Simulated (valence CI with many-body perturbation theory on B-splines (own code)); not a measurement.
# Level structure of Xe⁴⁹⁺

Calculated by valence CI with perturbative core correlation (CI+MBPT): three valence electrons over a frozen Dirac-Fock core [He], a basis of 11 s, 11 p, 10 d, 8 f, 5 g, 2 h functions for each j, with the one-electron correlation potential Σ1, the two-electron term Σ2, the three-electron term Σ3, Breit, model QED; selected CI, second order for the rest, scaled by the run's own slope (own B-spline code, finite nucleus).

The last digits are not significant, and no measured levels were compared; by estimate large intervals hold to a few tenths of a per cent, small ones and those within an open d or f shell to about a per cent.

Levels 91 to 135 of 169, with energies above the lowest level, (2s^2 2p1/2) J=1/2. "Leading %" is the weight of the configuration and term that name the level; weights of strongly mixed levels are sums over their largest components and can fall short. In the jj column 3d3/2^4 stands for four electrons in 3d with j = 3/2. Lifetimes count E1, E2, E3, M1 and M2 decay at the calculated energies, and are blank where another channel may lead or the interval is too uncertain; long ones can be off by a factor of two.

```tsv
No.	Configuration	Term	J	E (× 10³ cm⁻¹)	Leading %	Leading jj	Second component	Lifetime
91	2p2 3p	2P°	1/2	48661	86	2p1/2 2p3/2 3p3/2 (99 %)	8 % 2p2 3p 4D°	8.01 fs
92	2p2 3d	2G	7/2	48707	47	2p1/2 2p3/2 3d3/2 (94 %)	28 % 2p2 3d 4F	566 fs
93	2p2 3d	2F	5/2	48799	32	2p1/2 2p3/2 3d3/2 (84 %)	24 % 2p2 3d 4P	2.22 fs
94	2p2 3d	4D	7/2	48820	48	2p1/2 2p3/2 3d5/2 (98 %)	34 % 2p2 3d 4F	67.1 fs
95	2p2 3d	2D	3/2	48838	46	2p1/2 2p3/2 3d3/2 (86 %)	25 % 2p2 3d 4D	2.39 fs
96	2p2 3d	4P	1/2	48901	37	2p1/2 2p3/2 3d3/2 (99 %)	32 % 2p2 3d 2P	1.79 fs
97	2p2 3d	4P	3/2	48943	39	2p1/2 2p3/2 3d5/2 (86 %)	36 % 2p2 3d 2P	2.37 fs
98	2p2 3d	2G	9/2	48943	62	2p1/2 2p3/2 3d5/2 (100 %)	38 % 2p2 3d 4F	622 fs
99	2p2 3d	2F	5/2	48953	40	2p1/2 2p3/2 3d5/2 (87 %)	30 % 2p2 3d 4D	2.28 fs
100	2p2 3d	2D	5/2	49066	60	2p1/2 2p3/2 3d5/2 (94 %)	22 % 2p2 3d 4P	1.57 fs
101	2p2 3d	2F	7/2	49107	65	2p1/2 2p3/2 3d5/2 (96 %)	18 % 2p2 3d 2G	1.57 fs
102	2p2 3d	2D	3/2	49137	59	2p1/2 2p3/2 3d5/2 (99 %)	29 % 2p2 3d 2P	2.32 fs
103	2p2 3d	2P	1/2	49171	62	2p1/2 2p3/2 3d5/2 (98 %)	32 % 2p2 3d 2S	2.08 fs
104	2p2 3s	4P	5/2	50061	62	2p3/2^2 3s (99 %)	38 % 2p2 3s 2D	50.3 fs
105	2p2 3s	2P	3/2	50127	54	2p3/2^2 3s (99 %)	36 % 2p2 3s 2D	13.4 fs
106	2p2 3s	2S	1/2	50475	71	2p3/2^2 3s (99 %)	18 % 2p2 3s 4P	22.7 fs
107	2p2 3p	2P°	3/2	50510	26	2p3/2^2 3p1/2 (99 %)	25 % 2p2 3p 4P°	6.29 fs
108	2p2 3p	2D°	5/2	50532	42	2p3/2^2 3p1/2 (99 %)	25 % 2p2 3p 2F°	6.15 fs
109	2p2 3p	2P°	1/2	50902	75	2p3/2^2 3p1/2 (96 %)	16 % 2p2 3p 4D°	6.32 fs
110	2p2 3p	2D°	5/2	51248	53	2p3/2^2 3p3/2 (100 %)	37 % 2p2 3p 4P°	7.70 fs
111	2p2 3p	4D°	7/2	51250	62	2p3/2^2 3p3/2 (100 %)	38 % 2p2 3p 2F°	8.19 fs
112	2p2 3p	2P°	1/2	51266	60	2p3/2^2 3p3/2 (97 %)	29 % 2p2 3p 2S°	7.12 fs
113	2p2 3p	2P°	3/2	51541	62	2p3/2^2 3p3/2 (100 %)	16 % 2p2 3p 2D°	7.55 fs
114	2p2 3d	2D	3/2	51669	34	2p3/2^2 3d3/2 (99 %)	24 % 2p2 3d 4P	2.50 fs
115	2p2 3d	4D	5/2	51678	29	2p3/2^2 3d3/2 (94 %)	21 % 2p2 3d 2F	2.54 fs
116	2p2 3d	2F	7/2	51697	39	2p3/2^2 3d3/2 (98 %)	28 % 2p2 3d 2G	2.39 fs
117	2p2 3d	2P	1/2	51699	46	2p3/2^2 3d3/2 (90 %)	36 % 2p2 3d 4P	2.60 fs
118	2p2 3p	2P°	3/2	51719	66	2p3/2^2 3p3/2 (99 %)	13 % 2p2 3p 2D°	7.43 fs
119	2p2 3d	2F	7/2	51800	54	2p3/2^2 3d5/2 (98 %)	36 % 2p2 3d 4D	214 fs
120	2p2 3d	4F	9/2	51808	62	2p3/2^2 3d5/2 (100 %)	38 % 2p2 3d 2G	487 fs
121	2p2 3d	2P	1/2	51913	43	2p3/2^2 3d5/2 (90 %)	35 % 2p2 3d 2S	2.95 fs
122	2p2 3d	2P	3/2	51997	46	2p3/2^2 3d5/2 (65 %)	23 % 2p2 3d 2D	2.36 fs
123	2p2 3d	2D	5/2	52054	62	2p3/2^2 3d5/2 (95 %)	13 % 2p2 3d 2F	1.96 fs
124	2p2 3d	2D	3/2	52144	76	2p3/2^2 3d3/2 (66 %)	7 % 2p2 3d 4P	1.65 fs
125	2p2 3d	2D	5/2	52291	68	2p3/2^2 3d5/2 (98 %)	12 % 2p2 3d 2F	2.61 fs
126	2s2 4s	2S	1/2	56413	98	2s^2 4s (98 %)		23.2 fs
127	2s2 4p	2P°	1/2	56598	98	2s^2 4p1/2 (98 %)		39.0 fs
128	2s2 4p	2P°	3/2	56949	97	2s^2 4p3/2 (97 %)		47.5 fs
129	2s2 4d	2D	3/2	57087	98	2s^2 4d3/2 (98 %)		4.96 fs
130	2s2 4d	2D	5/2	57191	98	2s^2 4d5/2 (98 %)		5.35 fs
131	2s2 4f	2F°	5/2	57270	98	2s^2 4f5/2 (98 %)		11.1 fs
132	2s 2p 4s	4P°	1/2	57275	77	2s 2p1/2 4s (100 %)	22 % 2s 2p 4s 2P°	25.4 fs
133	2s2 4f	2F°	7/2	57319	98	2s^2 4f7/2 (98 %)		11.2 fs
134	2s 2p 4p	4D	1/2	57441	66	2s 2p1/2 4p1/2 (100 %)	21 % 2s 2p 4p 2P	19.3 fs
135	2s 2p 4s	4P°	3/2	57452	63	2s 2p1/2 4s (98 %)	36 % 2s 2p 4s 2P°	23.4 fs
```
